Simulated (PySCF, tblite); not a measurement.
Compound: C2H11NS2Si2.
Cartesian coordinates in Å at the GFN2-xTB level; atoms count from 1:
```
atom  x, y, z in Å
C1    -3.1061   -0.4349   -0.2978
C2    -1.7882   -1.1924   -0.2137
Si3   -0.2700   -0.0622   -0.3173
S4    -0.0900    0.7843   -2.2979
S5     1.4323   -1.2650    0.1317
Si6    3.0980    0.0312   -0.3362
N7     2.8938    1.3962    0.6843
H8    -3.1818    0.2975    0.5026
H9    -3.1955    0.0904   -1.2474
H10   -3.9484   -1.1188   -0.2131
H11   -1.7467   -1.7393    0.7277
H12   -1.7489   -1.9405   -1.0077
H13   -0.3500    1.0657    0.6073
H14   -1.3815    1.0340   -2.4507
H15    4.2265   -0.8622   -0.1029
H16    2.9905    0.5020   -1.7051
H17    3.5432    2.1625    0.6169
H18    2.6141    1.2580    1.6432
```

Method: wB97X-D/def2-SVPD in PySCF (dipole) on a GFN2-xTB geometry, gas phase.

Take the most abundant isotopes and a rigid rotor. The values belong to one conformer with, in the numbering `[CH3:1][CH2:2][Si@H:3]([SH:4])[S:5][SiH2:6][NH2:7]`, C1–C2–Si3–S4 -69°, C2–Si3–S4–H 42°, C2–Si3–S5–Si6 171°, Si3–S5–Si6–N7 59°, S5–Si6–N7–H -178° and 42°.

(1) Give the principal moments of inertia and the rotational constants in MHz.

(2) Classify the top.

(3) What does the inertial defect say?

(4) Predict some low-J microwave lines.

Results:

(1) Ia = 266.45, Ib = 731.36, Ic = 855.14 u·Å²; 505379 MHz·u·Å²/I gives A = 1897, B = 691.0, C = 591.0 MHz.

(2) An asymmetric top: κ = (2 × 691.0 − 1897 − 591.0)/(1897 − 591.0) = -0.85.

(3) Not planar: Δ = Ic − Ia − Ib = -142.68 u·Å². For a rigid frame Δ = −2 Σ m c², so Σ m c² = 71.34 u·Å² lies off the ab plane: 16.79 from hydrogen and 54.55 from heavier atoms. The atom farthest from that plane is 2.01 Å away.

(4) The dipole components are |μa| = 0.16 D, |μb| = 0.41 D, |μc| = 1.79 D. Intensities carry the squares of the components, which stand as 0.01 : 0.05 : 1.00 (a : b : c). Some lines, for components of 0.1 D or more:

```
type  branch         J(Ka,Kc)    MHz  lower level (cm⁻¹)
   a       Q  3(1,2) ← 3(1,3)    600               0.288
   c       Q  2(1,2) ← 2(0,2)   1112               0.128
   a       R  2(1,2) ← 1(1,1)   2464               0.083
   a       R  2(1,1) ← 1(1,0)   2664               0.086
   c       Q  2(2,1) ← 2(1,1)   3617               0.175
   a       R  3(1,3) ← 2(1,2)   3692               0.165
   a       R  3(2,2) ← 2(2,1)   3846               0.296
   a       R  3(1,2) ← 2(1,1)   3992               0.175
   a       R  4(3,2) ← 3(3,1)   5139               0.634
   c       Q  4(3,2) ← 4(2,2)   6210               0.598
   b       R  4(2,2) ← 3(1,3)   9282               0.288
   c       R  3(3,0) ← 2(2,0)  10122               0.296
   b       R  4(4,0) ← 3(3,1)  13919               0.634
```

Its GFN2-xTB frequencies are all real (lowest 25 cm⁻¹). Constants of a rigid frame at the computed geometry: no zero-point averaging, no centrifugal distortion. A rigid rotor knows nothing of inversion at nitrogen or internal rotation, which can split or shift real lines. Quadrupole hyperfine structure (14N) is left out.

Hardware: one thread of an Arm Neoverse N1, no GPU, shared host with 48 logical CPUs at a one-minute load of 5.9. Cost: 1.7 min, 1.1 GiB resident at most. This is the wB97X-D/def2-SVPD job that gave the dipole, with the excitations it also computed.
